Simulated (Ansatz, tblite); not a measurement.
Cost and result up the ladder for SnH(NCO)3 (C₃HN₃O₃Sn) (11 atoms). Charge 0, multiplicity 1. Geometry: r2SCAN-D4/def2-SVP.

Cartesian coordinates in Å:
```
Sn 0.896 -0.018 -0.869
H 2.093 -0.057 -2.047
N 1.664 0.517 0.917
C 1.384 0.683 2.086
O 1.189 0.864 3.226
N 0.032 -1.827 -0.661
C -0.835 -2.433 -0.066
O -1.650 -3.083 0.468
N -0.541 1.310 -1.351
C -1.604 1.775 -0.992
O -2.628 2.268 -0.711
```

Ansatz on 2 threads of AMD EPYC 7R13 on a shared host and a share (18 GiB) of an NVIDIA H100 80GB HBM3; xTB runs through tblite on one thread. Times are rough, summed over both states, and most runs start from the orbitals of an earlier one. PBE0-D4/def2-TZVP serves as the yardstick here, not as an exact answer. The other state is a triplet.

In the def2 sets Sn takes a core potential; there is no spin–orbit coupling. The xTB rows come from tblite.

xTB has no spin-polarisation term.

```csv
level,functions,wall time
GFN1-xTB,47,0.018 s
GFN2-xTB,46,0.027 s
PBE-D4/def2-TZVP,335,9.2 s
r2SCAN-D4/def2-TZVP (with forces),335,11 s
PBE0-D4/def2-TZVP,335,15 s
```

(1) Estimate what each level gives for the vertical triplet (eV).

Answers

(1) 
| level | vertical triplet (eV) | difference from PBE0-D4/def2-TZVP (eV) |
| --- | --- | --- |
| GFN1-xTB | 4.17 | -1.25 |
| GFN2-xTB | 3.79 | -1.63 |
| PBE-D4/def2-TZVP | 4.62 | -0.80 |
| r2SCAN-D4/def2-TZVP (with forces) | 4.93 | -0.50 |
| PBE0-D4/def2-TZVP | 5.43 | 0.00 |
